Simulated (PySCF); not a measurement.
## Atomic charges against the basis set

Compound: C₃H₇FOSi.
SMILES with atom numbers: `[F:1][C@@H:2]1[CH2:3][C@@H:4]1[O:5][SiH3:6]` (hydrogens: H7 on C2; H8, H9 on C3; H10 on C4; H11, H12, H13 on Si6)

Structure used (PBE0-D3(BJ)/def2-SVP), in Å, numbered top down from 1:
```
atom  x, y, z in Å
F1     0.127    1.625    0.523
C2    -0.758    1.071   -0.349
C3    -1.802    0.169    0.215
C4    -0.639   -0.410   -0.543
O5     0.310   -1.104    0.172
Si6    1.924   -0.690    0.370
H7    -0.974    1.734   -1.193
H8    -1.758    0.025    1.298
H9    -2.803    0.163   -0.225
H10   -0.827   -0.806   -1.550
H11    2.167   -0.033    1.685
H12    2.375    0.197   -0.745
H13    2.681   -1.973    0.329
```

PBE0 throughout (PySCF), one geometry, spherical d and f functions. One conformer (not necessarily the lowest) at the PBE0-D3(BJ)/def2-SVP geometry, without solvent, vibrations or thermal averaging. The first 7 of 11 kinds of atom are listed.

Mulliken charges (e):

| basis | functions | F1 | C2 | C3 | C4 | O5 | Si6 | H7 |
| --- | --- | --- | --- | --- | --- | --- | --- | --- |
| STO-3G | 41 | -0.100 | -0.001 | -0.196 | +0.002 | -0.364 | +0.662 | +0.086 |
| 6-31G | 72 | -0.308 | +0.109 | -0.374 | +0.086 | -0.737 | +0.820 | +0.182 |
| pcSseg-0 | 72 | -0.345 | +0.085 | -0.496 | +0.029 | -0.836 | +0.788 | +0.258 |
| 6-31G* | 102 | -0.309 | +0.165 | -0.443 | +0.086 | -0.592 | +0.582 | +0.175 |
| cc-pVDZ | 123 | -0.203 | +0.146 | -0.059 | +0.095 | -0.417 | +0.430 | +0.038 |
| def2-SVP | 123 | -0.234 | +0.154 | -0.099 | +0.100 | -0.479 | +0.561 | +0.057 |
| aug-cc-pVDZ | 205 | -0.514 | +1.072 | +0.654 | +1.077 | -0.980 | -0.314 | -0.471 |
| 6-311+G(2d,p) | 212 | -0.267 | +0.177 | -0.261 | +0.003 | -0.596 | +0.640 | +0.120 |
| def2-TZVP | 234 | -0.210 | +0.095 | -0.248 | +0.033 | -0.351 | +0.299 | +0.110 |
| cc-pVTZ | 282 | -0.207 | +0.129 | -0.239 | +0.061 | -0.324 | +0.270 | +0.096 |
| IGLO-III | 289 | -0.279 | +0.191 | -0.267 | +0.061 | -0.516 | +0.948 | +0.090 |
| pcSseg-2 | 321 | -0.290 | +0.191 | -0.086 | +0.147 | -0.576 | +0.759 | +0.045 |

IAO charges (e):

```csv
basis,functions,F1,C2,C3,C4,O5,Si6,H7
STO-3G,41,-0.125,-0.012,-0.303,-0.037,-0.443,+0.764,+0.129
6-31G,72,-0.280,+0.094,-0.327,+0.034,-0.572,+0.685,+0.158
pcSseg-0,72,-0.269,+0.090,-0.335,+0.030,-0.566,+0.684,+0.157
6-31G*,102,-0.287,+0.131,-0.325,+0.058,-0.608,+0.825,+0.145
cc-pVDZ,123,-0.287,+0.128,-0.329,+0.058,-0.604,+0.814,+0.148
def2-SVP,123,-0.288,+0.132,-0.319,+0.059,-0.604,+0.833,+0.144
aug-cc-pVDZ,205,-0.299,+0.128,-0.335,+0.056,-0.616,+0.818,+0.154
"6-311+G(2d,p)",212,-0.299,+0.128,-0.335,+0.055,-0.625,+0.852,+0.155
def2-TZVP,234,-0.298,+0.131,-0.336,+0.057,-0.626,+0.863,+0.153
cc-pVTZ,282,-0.296,+0.131,-0.338,+0.057,-0.622,+0.848,+0.153
IGLO-III,289,-0.299,+0.129,-0.336,+0.056,-0.627,+0.861,+0.155
pcSseg-2,321,-0.299,+0.130,-0.336,+0.057,-0.626,+0.861,+0.154
```

Task: Which scheme is steadiest as the basis changes?

Result: Largest range over the bases for any column: IAO 0.18 e, Mulliken 1.26 e. IAO charges move least and Mulliken charges most, counted in e. Without the minimal STO-3G basis the ranges are IAO 0.18, Mulliken 1.26 e.

Task: How much do the charges still move between the two largest bases, IGLO-III and pcSseg-2?

Result: At most, over all atoms: Mulliken 0.190 e, IAO 0.001 e.

Task: What do the same runs give for the total energy, the frontier levels and the dipole moment?

Result: 
```
        basis  energy (Eh)  HOMO (eV)  LUMO (eV)  μ (D)
       STO-3G    -575.3795      -4.07       6.42   0.87
        6-31G    -582.4689      -7.51       0.73   1.91
     pcSseg-0    -581.5738      -7.77       0.82   2.14
       6-31G*    -582.5945      -7.48       0.80   1.75
      cc-pVDZ    -582.6301      -7.58       0.81   1.75
     def2-SVP    -582.3136      -7.70       0.89   1.84
  aug-cc-pVDZ    -582.6540      -7.75      -0.12   1.84
6-311+G(2d,p)    -582.7219      -7.80       0.03   1.89
    def2-TZVP    -582.7534      -7.75       0.37   1.85
      cc-pVTZ    -582.7418      -7.72       0.50   1.83
     IGLO-III    -582.7578      -7.78       0.40   1.86
     pcSseg-2    -582.7592      -7.78       0.21   1.85
```

The dipole is fixed by the density alone, so its range of 1.27 D shows that the density itself changes with the basis, not only its division among atoms.
